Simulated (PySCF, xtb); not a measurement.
O3Te, SMILES O=[Te+2]([O-])[O-].

Harmonic wavenumbers (cm⁻¹) from GFN2-xTB run with xtb 6.7.1 at its own minimum, in rising order: 165, 227, 227, 771, 818, 819.

Task: What does PySCF with PBE-D3(BJ)/def2-SVP give at its own minimum? (Estimate from the structure and the level; the computed values follow.)

Result: 164, 225, 225, 761, 826, 826. Paired by order, the mean absolute difference is 5 cm⁻¹ and the zero-point energies are 4.3 and 4.3 kcal/mol.
